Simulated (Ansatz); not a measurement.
Ru₂H₄⁺, relaxed as a doublet with UKS PBE-D4/def2-TZVP in Ansatz, starting from the GFN2-xTB geometry. Force threshold 0.02 eV/Å.

In the def2 sets Ru takes a core potential; there is no spin–orbit coupling. The charge 1 doublet is spin-contaminated (final ⟨S²⟩ up to 1.13, 0.75 for a pure state). The structure comes from a short search, and lower isomers may exist.

Start:

Cartesian coordinates in Å:
```
Ru -1.083 -0.340 -0.976
Ru 0.633 0.734 0.026
H -0.122 -1.529 -1.019
H 0.014 1.563 1.152
H 1.984 0.039 0.315
H -1.426 -0.467 0.501
```

Question: Estimate the energy that the relaxation releases and the steps that it takes.

Answer: 29.4 kcal/mol, in 21 steps; 55 s on 4 threads of Arm Neoverse V2 on a shared host. The force fell under the threshold at step 20, but the optimiser went on. No frequencies were taken in this run, so the end may be a saddle point.

Question: Does the start keep its bonding?

Answer: By distances, no bond broke or formed. The bond that changes most is Ru1–Ru2, from 2.26 to 2.17 Å (atoms count from 1). A close non-bonded pair moves further: H4–H5, from 2.63 to 1.93 Å. The end is the same structure that another start reached, the lowest one found.

Question: Predict the relaxed structure.

Answer: 
```xyz
6

Ru   -1.014   -0.381   -0.081
Ru    1.011    0.391    0.067
H    -0.746   -0.702   -1.586
H     0.423    1.838    0.074
H     0.767    0.687    1.582
H    -0.441   -1.834   -0.056
```
Bond lengths (bridged metal pairs left out): 1 × Ru–Ru 2.17 Å; 4 × H–Ru 1.56 Å.
